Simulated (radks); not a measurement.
Problem. Species: Er+. Configuration: [Xe] 4f12 6s0.5 6p0.5 (fractional occupations, a model configuration). Calculated with a radial shooting solver on a logarithmic mesh with Libxc functionals: scalar-relativistic Kohn-Sham, BLYP, spin-polarised, spherical densities, finite nucleus; open shells are filled with parallel spins first (spin-orbit coupling, left out, can overturn this in heavy ions); Fermi nuclear charge, rms radius 5.2516 fm. Some entries of the table are withheld. Estimate them.

orbital,occ.,eigenvalue (hartree),r(max) (bohr),<r^2> (bohr^2)
1s up,1,-2108.516,0.01286,0.0005679
1s down,1,-2108.516,0.01286,0.0005679
2s up,1,-354.4574,0.07324,0.008835
2s down,1,-354.4564,0.07324,0.008835
2p up,3,-313.5907,0.05955,0.007186
2p down,3,-313.5899,0.05955,0.007186
3s up,1,-79.62658,0.2072,0.05805
3s down,1,-79.59550,0.2072,0.05803
3p up,3,-67.19215,0.2039,0.05844
3p down,3,-67.16111,0.2038,0.05840
3d up,5,-51.60925,0.1663,0.04875
3d down,5,-51.58545,0.1663,0.04871
4s up,1,-15.93569,0.4738,0.2915
4s down,1,-15.86901,0.4738,0.2916
4p up,3,-11.84516,0.4953,0.3307
4p down,3,-11.77960,0.4953,0.3308
4d up,5,-6.36391,0.5116,0.3957
4d down,5,-6.29972,0.5116,0.3963
5s up,1,-2.18395,1.111,1.762
5s down,1,-2.15191,1.114,1.777
5p up,3,-1.24316,1.273,(1)
5p down,3,-1.21915,1.279,(2)
4f up,7,-0.40165,0.5086,0.9255
6s up,0.5,-0.35938,3.122,(3)
4f down,5,-0.34576,0.5096,0.9786
6s down,0,-0.33937,3.103,(4)
6p up,0.5,(5),4.033,23.97
6p down,0,(6),4.016,24.68

Solution. 
(1) 5p up <r^2> (bohr^2): 2.536
(2) 5p down <r^2> (bohr^2): 2.561
(3) 6s up <r^2> (bohr^2): 14.33
(4) 6s down <r^2> (bohr^2): 14.23
(5) 6p up eigenvalue (hartree): -0.22190
(6) 6p down eigenvalue (hartree): -0.20035
